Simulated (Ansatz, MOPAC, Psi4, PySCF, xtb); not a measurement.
Complex: CH3Cl (SMILES CCl) (first 5 atoms) with H2 (SMILES [H][H]); geometry from B3LYP-D3(BJ)/def2-TZVP, rigid monomers moved along the line of their centres of mass till Cl2···H7 is 3.45 Å.
(charge 0, multiplicity 1):
```
atom    x (Å)    y (Å)    z (Å)
----  -------  -------  -------
C     -0.2693   1.0804  -0.4277
Cl    -0.1522  -0.7034  -0.2695
H     -1.1997   1.3174  -0.9347
H     -0.2559   1.5117   0.5687
H      0.5809   1.4279  -1.0066
H     -0.0825   0.4518   3.6968
H     -0.0754  -0.0042   3.1076
```

Counterpoise-corrected where a basis set is named; no monomer relaxation.

Frozen-core correlation. CBS: X⁻³ extrapolation of the correlation energy, Hartree–Fock from the larger set. The state that PM3 reach isn't checked.

The values were computed with Ansatz (Gaussian orbitals); MOPAC for PM3 (differences of heats of formation); Psi4 for SAPT; PySCF for the dispersion terms; xtb for the GFN methods. Each number belongs to the level named beside it.

```json
[
 {"level": "GFN-FF", "interaction energy (meV)": "-9.9"},
 {"level": "PM3", "interaction energy (meV)": "-6.1"},
 {"level": "HF/aug-cc-pV(T+d)Z", "interaction energy (meV)": "-3.9"},
 {"level": "PBE-D4/def2-TZVPPD", "interaction energy (meV)": "-30.3"},
 {"level": "B3LYP-D3(BJ)/def2-TZVPPD", "interaction energy (meV)": "-20.6"},
 {"level": "PBE0-D3(BJ)/def2-TZVPPD", "interaction energy (meV)": "-27.7"},
 {"level": "MP2/aug-cc-pV(D+d)Z", "interaction energy (meV)": "-18.9"},
 {"level": "CCSD(T)/CBS(aug-cc-pV(D+d)Z, aug-cc-pV(T+d)Z)", "interaction energy (meV)": "?"},
 {"level": "SAPT0/jun-cc-pV(D+d)Z", "interaction energy (meV)": "?"}
]
```

Q: Complete the blanks.

A: 
- CCSD(T)/CBS(aug-cc-pV(D+d)Z, aug-cc-pV(T+d)Z), interaction energy (meV): -22.7
- SAPT0/jun-cc-pV(D+d)Z, interaction energy (meV): -13.0

Ansatz is a quantum-chemistry and plane-wave program.
